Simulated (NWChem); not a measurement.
System: SiHBrF2; SMILES [SiH](Br)(F)F

Input file for NWChem:

```
start job
memory heap 200 mb stack 900 mb global 1100 mb
geometry units angstroms noautosym nocenter noautoz
  Si     0.372181     0.928584     0.000000
  F     -0.299977     1.589383    -1.288111
  F     -0.299977     1.589383     1.288111
  Br    -0.034359    -1.241447     0.000000
  H      1.819240     1.181372     0.000000
end
basis spherical
  * library 6-31g*
end
dft
  xc b3lyp
  iterations 150
end
property
  shielding 4 1 2 4 5
end
task dft property
```

NWChem printed, in part:

```
             Northwest Computational Chemistry Package (NWChem) 7.3.0
             --------------------------------------------------------

                             Geometry "geometry" -> ""
                             -------------------------

 Output coordinates in angstroms (scale by  1.889725989 to convert to a.u.)

  No.       Tag          Charge          X              Y              Z
 ---- ---------------- ---------- -------------- -------------- --------------
    1 Si                  14.0000     0.37218100     0.92858400     0.00000000
    2 F                    9.0000    -0.29997700     1.58938300    -1.28811100
    3 F                    9.0000    -0.29997700     1.58938300     1.28811100
    4 Br                  35.0000    -0.03435900    -1.24144700     0.00000000
    5 H                    1.0000     1.81924000     1.18137200     0.00000000

 Effective nuclear repulsion energy (a.u.)     339.3398532096

                              NWChem Property Module
                              ----------------------

  itol2e modified to match energy
  convergence criterion.

                                 NWChem DFT Module
                                 -----------------

 Summary of "ao basis" -> "ao basis" (spherical)
 ------------------------------------------------------------------------------
       Tag                 Description            Shells   Functions and Types
 ---------------- ------------------------------  ------  ---------------------
 Si                          6-31g*                  8       18   4s3p1d
 F                           6-31g*                  6       14   3s2p1d
 Br                          6-31g*                 12       32   5s4p3d
 H                           6-31g*                  2        2   2s

  itol2e modified to match energy
  convergence criterion.

[...]

          -----------------------------------------
          Chemical Shielding Tensors (GIAO, in ppm)
          -----------------------------------------

                                NWChem CPHF Module
                                ------------------

  scftype          =     RHF
  nclosed          =       34
  nopen            =        0
  variables        =     1564
  # of vectors     =        3
  tolerance        = 0.10D-03
  level shift      = 0.00D+00
  max iterations   =       50
  max subspace     =       30

 SCF residual:    6.3411799887299740E-005

Iterative solution of linear equations
  No. of variables     1564
  No. of equations        3
  Maximum subspace       30
        Iterations       50
       Convergence  1.0D-04

   iter   nsub   residual    time
   ----  ------  --------  ---------
     1      3    3.04D-01      25.7
     2      6    1.22D-02      29.6
     3      9    9.72D-04      33.3
     4     12    2.52D-05      37.0

      Atom:    1  Si
        Diamagnetic
    872.4555     -0.3237      0.0000
     -0.3237    884.1233      0.0000
      0.0000      0.0000    879.3662

        Paramagnetic
   -476.2630     18.5293     -0.0000
     18.5293   -448.6586      0.0000
     -0.0000      0.0000   -458.4061

        Total Shielding Tensor
    396.1925     18.2056     -0.0000
     18.2056    435.4647      0.0000
     -0.0000      0.0000    420.9601

           isotropic =     417.5391
          anisotropy =      37.6001

          Principal Components and Axis System
                 1           2           3
              442.6058    420.9601    389.0514

      1         0.3652     -0.0000      0.9309
      2         0.9309     -0.0000     -0.3652
      3         0.0000      1.0000      0.0000

      Atom:    2  F
        Diamagnetic
    463.6270     -6.2122     10.4274
     -6.2122    467.1089    -11.9125
     10.4274    -11.9125    480.2983

        Paramagnetic
   -192.1376    -39.5896     11.4546
    -39.5896   -174.1108    -14.4323
     11.4546    -14.4323   -138.9396

        Total Shielding Tensor
    271.4894    -45.8018     21.8820
    -45.8018    292.9981    -26.3448
     21.8820    -26.3448    341.3587

           isotropic =     301.9488
          anisotropy =     102.2169

          Principal Components and Axis System
                 1           2           3
              370.0933    300.5632    235.1897

      1         0.4027     -0.4697      0.7856
      2        -0.5010      0.6052      0.6186
      3         0.7660      0.6428     -0.0084

      Atom:    3  Br
        Diamagnetic
   3121.1259      1.7062      0.0000
      1.7062   3129.4517      0.0000
      0.0000      0.0000   3121.0304

        Paramagnetic
   -762.6816    207.4390      0.0000
    207.4390   -233.1422     -0.0000
      0.0000     -0.0000   -775.1194

        Total Shielding Tensor
   2358.4443    209.1452      0.0000
    209.1452   2896.3095     -0.0000
      0.0000     -0.0000   2345.9110

           isotropic =    2533.5549
          anisotropy =     651.7609

          Principal Components and Axis System
                 1           2           3
             2968.0622   2345.9110   2286.6916

      1         0.3245      0.0000      0.9459
      2         0.9459     -0.0000     -0.3245
      3        -0.0000      1.0000     -0.0000

      Atom:    4  H
        Diamagnetic
     38.7823      4.3973      0.0000
      4.3973     25.1703      0.0000
      0.0000      0.0000     22.1342

        Paramagnetic
     -6.8279     -0.8524     -0.0000
     -0.8524     -0.1631     -0.0000
     -0.0000     -0.0000     -0.1586

[...]
```

Level: B3LYP/6-31G* (spherical d), GIAO. The geometry was optimised at B3LYP/6-31G* (spherical d). The output numbers the shielded atoms by their place in the input's list. The printed shielding anisotropy is the first printed principal value minus the mean of the other two.
